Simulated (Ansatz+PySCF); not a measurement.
Values are calculated unless marked as measured or tabulated.
## Ansatz (development build ahead of 0.2.0) run

```yaml
crystal:
  periodic: [false, false, false]
  atoms:
    - { symbol: Cu, position_ang: [0.0, 0.0, -0.83147] }
    - { symbol: Cl, position_ang: [0.0, 0.0, 1.4184] }
basis:
  gaussian: { orbitals: def2-SVP }
hamiltonian:
  xc: hf
correlation:
  method: mp2
  frozen_orbitals: { Cl: 5, Cu: 5 }
scf:
  omitted_lower_state_checks: [stability, starts, atomic_configurations, cluster_reference, orbital_swaps, given_window_search, neighbouring_geometries, increment]
```

The input is written out in the form of the current development build from the run's settings.

The run gave:

```
Converged                                                          : yes
Reference energy                                                   : -2098.10154 hartree
Correlation energy                                                 : -0.49922 hartree
Total energy                                                       : -2098.60075 hartree
Spin squared of the determinant                                    : 0.000
Occupied orbitals by symmetry in an Abelian subgroup (alpha; beta) : 12 A1 1 A2 5 B1 5 B2; 12 A1 1 A2 5 B1 5 B2
```
